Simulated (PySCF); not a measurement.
C2H3O3 (SMILES COC([O])=O), doublet, at a GFN2-xTB geometry; PW6B95/STO-3G in PySCF.

Input for PySCF:
```python
from pyscf import gto, scf, dft

mol = gto.Mole()
mol.atom = '''
    C    -1.732400   -0.094445   -0.021139
    O    -0.503809   -0.776494   -0.174462
    C     0.558563    0.002010    0.000425
    O     1.714342   -0.404903   -0.091068
    O     0.430504    1.215688    0.273157
    H    -1.499660    0.963294    0.216534
    H    -2.292764   -0.538921    0.801899
    H    -2.292848   -0.144092   -0.955159
'''
mol.basis = 'sto-3g'
mol.charge = 0
mol.spin = 1
mol.verbose = 4
mol.build()

mf = dft.UKS(mol)
mf.xc = 'pw6b95'
mf.kernel()
mf.analyze()
```

It wrote (shortened):

```
PySCF version 2.14.0

[INPUT] verbose = 4
[INPUT] num. atoms = 8
[INPUT] num. electrons = 39
[INPUT] charge = 0
[INPUT] spin (= nelec alpha-beta = 2S) = 1
[INPUT] symmetry False subgroup None
[INPUT] Mole.unit = angstrom
[INPUT] Symbol           X                Y                Z      unit          X                Y                Z       unit  Magmom
[...]
nuclear repulsion = 177.249006202794
number of shells = 18
number of NR pGTOs = 84
number of NR cGTOs = 28
basis = sto-3g
ecp = {}

******** <class 'pyscf.dft.uks.UKS'> ********
method = UKS
initial guess = minao
damping factor = 0
level_shift factor = 0
DIIS = <class 'pyscf.scf.diis.CDIIS'>
diis_start_cycle = 1
diis_space = 8
diis_damp = 0
SCF conv_tol = 1e-09
SCF conv_tol_grad = None
SCF max_cycles = 50
direct_scf = True
direct_scf_tol = 1e-13
number electrons alpha = 20  beta = 19
XC library pyscf.dft.libxc version 7.1.2
    S. Lehtola, C. Steigemann, M. J. T. Oliveira, and M. A. L. Marques,  SoftwareX 7, 1–5 (2018)
XC functionals = pw6b95
    Y. Zhao and D. G. Truhlar,  J. Phys. Chem. A 109, 5656 (2005)
radial grids:
    Treutler-Ahlrichs [JCP 102, 346 (1995); DOI:10.1063/1.469408] (M4) radial grids

becke partition: Becke, JCP 88, 2547 (1988); DOI:10.1063/1.454033
pruning grids: <function nwchem_prune>
grids dens level: 3
symmetrized grids: False
atomic radii adjust function: <function treutler_atomic_radii_adjust>
small_rho_cutoff = 0
Set gradient conv threshold to 3.16228e-05
tot grids = 99912
init E= -300.928691270241

cycle= 1 E= -299.67209761169  delta_E= 1.26  |g|= 0.563  |ddm|= 2.78
cycle= 2 E= -299.612027285262  delta_E= 0.0601  |g|= 0.704  |ddm|= 1.49
cycle= 3 E= -299.817725108932  delta_E= -0.206  |g|= 0.316  |ddm|= 1.02
cycle= 4 E= -299.875790915419  delta_E= -0.0581  |g|= 0.0959  |ddm|= 0.495
cycle= 5 E= -299.880946061355  delta_E= -0.00516  |g|= 0.0277  |ddm|= 0.125
cycle= 6 E= -299.881454266337  delta_E= -0.000508  |g|= 0.00325  |ddm|= 0.045
cycle= 7 E= -299.881466214798  delta_E= -1.19e-05  |g|= 0.00148  |ddm|= 0.00769
cycle= 8 E= -299.881469229003  delta_E= -3.01e-06  |g|= 0.00123  |ddm|= 0.00515
cycle= 9 E= -299.881470937321  delta_E= -1.71e-06  |g|= 0.000575  |ddm|= 0.00401
cycle= 10 E= -299.881471352983  delta_E= -4.16e-07  |g|= 0.000267  |ddm|= 0.00216
cycle= 11 E= -299.881471459004  delta_E= -1.06e-07  |g|= 6e-05  |ddm|= 0.00139
cycle= 12 E= -299.881471465068  delta_E= -6.06e-09  |g|= 3.1e-06  |ddm|= 0.000394
cycle= 13 E= -299.881471465096  delta_E= -2.85e-11  |g|= 9.12e-07  |ddm|= 1.59e-05
Extra cycle  E= -299.881471465096  delta_E= -1.14e-13  |g|= 1.01e-06  |ddm|= 3.51e-06
converged SCF energy = -299.881471465096  <S^2> = 0.75565544  2S+1 = 2.0056475
**** SCF Summaries ****
Total Energy =                        -299.881471465096297
Nuclear Repulsion Energy =             177.249006202794334
One-electron Energy =                 -762.545807239886017
Two-electron Energy =                  285.415329571995358
Two-electron Coulomb Energy =          323.615987571567132
DFT Exchange-Correlation Energy =      -38.200657999571774
**** MO energy ****
                             alpha | beta                alpha | beta
[...]
To work with the spin densities directly, `use mulliken_meta_spin()` only printing them here.

 ** Mulliken spin pop alpha/beta on meta-lowdin orthogonal AOs **
 ** Mulliken Spin Density (per AO)  **
spin_pop of  0 C 1s        0.00000
spin_pop of  0 C 2s        0.00262
spin_pop of  0 C 2px       0.00148
spin_pop of  0 C 2py       0.00769
spin_pop of  0 C 2pz       0.00075
spin_pop of  1 O 1s       -0.00000
spin_pop of  1 O 2s       -0.00377
spin_pop of  1 O 2px      -0.00194
spin_pop of  1 O 2py      -0.00608
spin_pop of  1 O 2pz      -0.00996
spin_pop of  2 C 1s        0.00000
spin_pop of  2 C 2s       -0.00936
spin_pop of  2 C 2px      -0.01727
spin_pop of  2 C 2py      -0.01800
spin_pop of  2 C 2pz      -0.02138
spin_pop of  3 O 1s       -0.00000
spin_pop of  3 O 2s        0.00287
spin_pop of  3 O 2px       0.00612
spin_pop of  3 O 2py       0.47786
spin_pop of  3 O 2pz       0.03939
spin_pop of  4 O 1s       -0.00000
spin_pop of  4 O 2s        0.00272
spin_pop of  4 O 2px       0.50386
spin_pop of  4 O 2py       0.02968
spin_pop of  4 O 2pz       0.01665
spin_pop of  5 H 1s       -0.00416
spin_pop of  6 H 1s        0.00013
spin_pop of  7 H 1s        0.00013
 ** Mulliken Spin Density (per atom)  **
spin density of  0 C =      0.01254
spin density of  1 O =     -0.02176
spin density of  2 C =     -0.06601
spin density of  3 O =      0.52623
spin density of  4 O =      0.55291
spin density of  5 H =     -0.00416
spin density of  6 H =      0.00013
spin density of  7 H =      0.00013
 ** Mulliken pop alpha/beta on meta-lowdin orthogonal AOs **
 ** Mulliken pop       alpha | beta **
[...]
In total            20.00000 | 19.00000
 ** Mulliken atomic charges   ( Nelec_alpha | Nelec_beta ) **
charge of  0C =     -0.05134  (     3.03194      3.01940 )
charge of  1O =     -0.11541  (     4.04683      4.06859 )
charge of  2C =      0.21137  (     2.86131      2.92732 )
charge of  3O =     -0.10610  (     4.31617      3.78994 )
charge of  4O =     -0.12927  (     4.34109      3.78818 )
charge of  5H =      0.06628  (     0.46478      0.46894 )
charge of  6H =      0.06224  (     0.46894      0.46882 )
charge of  7H =      0.06224  (     0.46894      0.46882 )
Dipole moment(X, Y, Z, Debye): -2.19773,  0.06513,  0.01475
```
